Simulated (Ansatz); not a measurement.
```xyz
11

B     0.6188    0.5719   -1.4939
Si   -0.7473    1.4671   -0.5982
Al    0.7813   -0.4527    0.4956
C    -0.6192   -1.3282    1.5229
O    -0.3326   -2.0547    0.5459
H     1.7078    1.0672   -1.5552
H     0.4288   -0.5332   -1.9420
H    -2.1036    0.9168   -0.3311
H    -0.5714    2.7402    0.1483
H     2.2506   -0.7064    1.0072
H    -1.4132   -1.6879    2.2004
```

Total charge 0; spin multiplicity 1. The bonds changed during the relaxation, so this is another structure than the one it started from.

(1) List the PBE0/def2-TZVPP orbital energies in eV (the Gaussian-basis code of Ansatz). (An estimate is asked.)

## Answers

(1) Computed: Occupied: -1802.72, -1528.16, -524.51, -281.03, -183.85, -145.10, -113.98, -99.83, -99.73, -99.67, -74.03, -73.97, -73.90, -30.91, -17.58, -16.16, -14.67, -13.42, -12.94, -12.55, -10.57, -9.72, -9.44, -9.06, -7.62, -6.90. Lowest empty: -2.31, -1.72, -0.28, 0.69, 1.07, 1.30, 1.49, 1.88.
